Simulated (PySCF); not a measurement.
**Vibration and rotation of TlSe**

UHF-CCSD(T) constants of TlSe, ²Π (doublet), unpaired electrons π ↑ (Tl def2-TZVPP with ECP60, Se def2-TZVPP; scalar-relativistic core potentials (PySCF 2.14); masses 204.9744 and 79.9165 u):

- ωe: 175.7 cm⁻¹
- ωexe: 0.358 cm⁻¹
- Be: 0.03975 cm⁻¹
- αe: 0.000117 cm⁻¹
- D (centrifugal): 8.14e-09 cm⁻¹
- De to Tl + Se: 2.71 eV

Question: Give the vibrational terms G(v) and spacings up to v = 6.

Answer: G(v) = ωe(v+½) − ωexe(v+½)².

```csv
v,G(v) (cm⁻¹),G(v) − G(v−1),Bv (cm⁻¹)
0,87.8,,0.03969
1,262.7,175.0,0.03957
2,437.0,174.3,0.03946
3,610.6,173.6,0.03934
4,783.4,172.8,0.03922
5,955.5,172.1,0.03911
6,1126.9,171.4,0.03899
```

Question: How well does the Morse estimate ωe²/(4ωexe) reproduce De, and what is D0?

Answer: It gives 2.67 eV, 99 % of the computed De. D0 = De − G(0) = 2.71 − 0.01 = 2.70 eV.

Correlated steps freeze 13 core orbitals. Spin–orbit coupling is left out, which matters for elements this heavy, above all for dissociation energies. The state is the lowest determinant that a PBE0 search found; another state may lie lower at other levels.
